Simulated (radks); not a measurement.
The numbers below are computed, except where a source is named.
How relativity changes the ionisation of the rubidium ion Rb7+ ([Ar] 3d10 4s2) to Rb8+ ([Ar] 3d10 4s1). Spin-unpolarised spherical Kohn-Sham, LDA (Slater exchange, Perdew-Wang correlation), point nucleus unless stated (finite: rms radius 4.2036 fm), a radial shooting solver on a logarithmic mesh with Libxc functionals. A level marked "c x" has the speed of light scaled by that factor.

[
 {"level": "non-rel.", "E(Rb7+) (hartree)": "-2922.57570", "E(Rb8+) (hartree)": "-2917.70571", "IE (eV)": "132.52", "HOMO": "4s", "<r> HOMO (bohr)": "1.293"},
 {"level": "scalar-rel.", "E(Rb7+) (hartree)": "-2963.85592", "E(Rb8+) (hartree)": "-2958.90609", "IE (eV)": "134.69", "HOMO": "4s", "<r> HOMO (bohr)": "1.273"},
 {"level": "scalar-rel., finite nucleus", "E(Rb7+) (hartree)": "-2963.82859", "E(Rb8+) (hartree)": "-2958.87879", "IE (eV)": "134.69", "HOMO": "4s", "<r> HOMO (bohr)": "1.273"},
 {"level": "Dirac", "E(Rb7+) (hartree)": "-2964.10840", "E(Rb8+) (hartree)": "-2959.15869", "IE (eV)": "134.69", "HOMO": "4s1/2", "<r> HOMO (bohr)": "1.273"},
 {"level": "Dirac, finite nucleus", "E(Rb7+) (hartree)": "-2964.08103", "E(Rb8+) (hartree)": "-2959.13136", "IE (eV)": "134.69", "HOMO": "4s1/2", "<r> HOMO (bohr)": "1.273"},
 {"level": "Dirac, c x 0.85", "E(Rb7+) (hartree)": "-2980.88977", "E(Rb8+) (hartree)": "-2975.90770", "IE (eV)": "135.57", "HOMO": "4s1/2", "<r> HOMO (bohr)": "1.265"},
 {"level": "Dirac, c x 1.25", "E(Rb7+) (hartree)": "-2948.80985", "E(Rb8+) (hartree)": "-2943.88957", "IE (eV)": "133.89", "HOMO": "4s1/2", "<r> HOMO (bohr)": "1.280"},
 {"level": "Dirac, c x 5", "E(Rb7+) (hartree)": "-2924.18079", "E(Rb8+) (hartree)": "-2919.30774", "IE (eV)": "132.60", "HOMO": "4s1/2", "<r> HOMO (bohr)": "1.293"}
]

NIST Atomic Spectra Database: 132.8 eV (semi-empirical). The relativistic part of the total energy of Rb7+ is -41.51 hartree (Dirac, finite nucleus), 1.4 % of the non-relativistic value. Spin polarisation and multiplet splitting of open shells are left out at every level.

Beside tabulated values, note that relativity, absent from the non-relativistic runs, is large for the heavy elements, and spin-unpolarised runs miss the spin-polarisation part of the exchange energy of open shells.
